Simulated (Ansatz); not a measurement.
CrCl₂, relaxed as a quintet with UKS PBE-D4/def2-TZVP in Ansatz, starting from the GFN2-xTB geometry. Force threshold 0.02 eV/Å.

The gap within one spin of the charge 0 quintet nearly closes, so an electron or hole may be smeared out by delocalisation error.

Start:

```xyz
3

Cr    0.0001    0.0003   -0.0005
Cl    0.6354    1.6938    1.0171
Cl   -0.6355   -1.6940   -1.0166
```

```tsv
step	energy (eV)	largest force component (eV/Å)	SCF passes
1	-53453.9391	1.742	29
2	-53454.0966	0.117	22
3	-53454.0975	0.022	23
4	-53454.0975	0.002	15
```

Force components are those of the run's own axes.

End:

```xyz
3

Cr    0.0000    0.0000   -0.0001
Cl    0.6655    1.7740    1.0650
Cl   -0.6655   -1.7740   -1.0649
```

By distances, no bond broke or formed. The bond that changes most is Cr1–Cl2, from 2.08 to 2.17 Å (atoms count from 1).

No frequencies were taken in this run, so the end may be a saddle point.

Hardware: 2 threads of Intel Xeon 6975P-C on a shared host. Wall time 4.8 s.
